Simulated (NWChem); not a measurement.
Species: CdH₂Se; SMILES [SeH][CdH]

Computed with NWChem. Geometry: optimised at PBE0/def2-SVP. def2 effective core potentials on Cd; no spin-orbit coupling. Vertical excitations in the gas phase; the lowest state need not have the same character in each row.

```
level                           lowest excitation, singlet (eV)  lowest state with f > 0.02, singlet (eV)  orbital gap (eV)
------------------------------  -------------------------------  ----------------------------------------  ----------------
PBE/def2-SVP, full TDDFT                                   4.06                                      4.43              4.04
B3LYP/def2-SVP, full TDDFT                                 4.35                                      4.62              5.29
Hartree-Fock/def2-SVP, TDHF                                   ?                                         ?                 ?
BHandHLYP/def2-SVP, full TDDFT                             4.91                                      5.06              7.29
```

Problem. Some entries are withheld; supply them.

Solution. 
- Hartree-Fock/def2-SVP, TDHF, lowest excitation, singlet (eV): 5.68
- Hartree-Fock/def2-SVP, TDHF, lowest state with f > 0.02, singlet (eV): 5.68
- Hartree-Fock/def2-SVP, TDHF, orbital gap (eV): 10.48
